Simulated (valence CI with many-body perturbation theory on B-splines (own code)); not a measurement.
## Energy levels of In35+

Calculated by configuration interaction combined with many-body perturbation theory (CI+MBPT): four valence electrons over a frozen Dirac-Fock core [Ne], radial functions for each j: 11 s, 11 p, 9 d, 7 f, 5 g, 2 h, 1 i, with the one-electron correlation potential Σ1, the two-electron term Σ2, the three-electron term Σ3, Breit, model QED; selected CI, second order for the rest (own B-spline code, finite nucleus).

The last digits are not significant, and no measured levels were compared; by estimate large intervals hold to a few tenths of a per cent, small ones and those within an open d or f shell to about a per cent.

Levels 46 to 68 of 68, with energies above the lowest level, (3s^2 3p1/2^2) J=0. "Leading %" is the weight of the configuration and term that name the level; weights of strongly mixed levels are sums over their largest components and can fall short. In the jj column 3d3/2^4 stands for four electrons in 3d with j = 3/2. Lifetimes count E1, E2, E3, M1 and M2 decay at the calculated energies, and are blank where another channel may lead or the interval is too uncertain; long ones can be off by a factor of two.

```tsv
No.	Configuration	Term	J	E (eV)	Leading %	Lifetime	Second component	Leading jj
46	3s3p²3d	⁵P	1	326.20	61	3.97 ps	18 % 3s3p²3d ³P	3s 3p1/2 3p3/2 3d3/2 (83 %)
47	3s3p²3d	⁵D	3	329.25	36	12.1 ps	23 % 3s3p²3d ³F	3s 3p1/2 3p3/2 3d5/2 (70 %)
48	3s3p²3d	³G	3	331.61	56	7.60 ps	29 % 3s3p²3d ¹F	3s 3p1/2 3p3/2 3d3/2 (93 %)
49	3s3p²3d	³D	1	334.25	24	3.76 ps	22 % 3s3p²3d ¹P	3s 3p1/2 3p3/2 3d3/2 (66 %)
50	3s3p²3d	³P	2	334.52	22	5.59 ps	22 % 3p⁴ ³P	3s 3p1/2 3p3/2 3d5/2 (59 %)
51	3s3p²3d	¹G	4	338.18	47	22.9 ps	21 % 3s3p²3d ³F	3s 3p1/2 3p3/2 3d5/2 (63 %)
52	3s3p²3d	³D	3	341.11	52	5.07 ps	31 % 3s3p²3d ³F	3s 3p1/2 3p3/2 3d5/2 (58 %)
53	3s3p²3d	³D	1	343.20	67	2.77 ps	9 % 3s3p²3d ³P	3s 3p1/2 3p3/2 3d3/2 (83 %)
54	3s3p²3d	³G	4	345.22	57	9.90 ps	28 % 3s3p²3d ³F	3s 3p1/2 3p3/2 3d5/2 (84 %)
55	3s3p²3d	³F	3	346.11	28	6.85 ps	21 % 3s3p²3d ¹F	3s 3p1/2 3p3/2 3d5/2 (80 %)
56	3s3p²3d	³P	0	346.13	80	4.97 ps	16 % 3s²3d² ³P	3s 3p1/2 3p3/2 3d3/2 (52 %)
57	3s3p²3d	³D	1	347.61	71	9.47 ps	9 % 3s3p²3d ¹P	3s 3p1/2 3p3/2 3d5/2 (84 %)
58	3s3p²3d	³F	2	350.92	40	2.58 ps	10 % 3s3p²3d ¹D	3s 3p1/2 3p3/2 3d3/2 (68 %)
59	3s3p²3d	³P	1	355.00	41	5.99 ps	24 % 3s3p²3d ³S	3s 3p1/2 3p3/2 3d5/2 (81 %)
60	3s3p²3d	³D	2	355.49	31	6.05 ps	14 % 3s3p²3d ³P	3s 3p1/2 3p3/2 3d5/2 (66 %)
61	3s3p²3d	³P	0	355.80	53	4.26 ps	14 % 3p⁴ ¹S	3s 3p1/2 3p3/2 3d5/2 (31 %)
62	3s3p²3d	³F	3	356.53	38	4.20 ps	22 % 3s3p²3d ¹F	3s 3p1/2 3p3/2 3d5/2 (71 %)
63	3s3p²3d	³D	2	360.73	41	3.50 ps	14 % 3s3p²3d ³F	3s 3p1/2 3p3/2 3d5/2 (58 %)
64	3s3p²3d	³D	2	362.65	38	3.53 ps	15 % 3p⁴ ¹D	3s 3p1/2 3p3/2 3d5/2 (40 %)
65	3s3p²3d	³F	4	363.21	34	28.6 ps	30 % 3s3p²3d ⁵D	3s 3p3/2^2 3d5/2 (70 %)
66	3p⁴	³P	1	365.98	33	2.64 ps	14 % 3s3p²3d ³P	3s 3p3/2^2 3d3/2 (40 %)
67	3s3p²3d	³D	3	368.16	42	4.00 ps	12 % 3s3p²3d ⁵P	3s 3p3/2^2 3d3/2 (59 %)
68	3s3p²3d	³D	2	369.57	22	3.56 ps	16 % 3s3p²3d ⁵P	3s 3p3/2^2 3d3/2 (48 %)
```
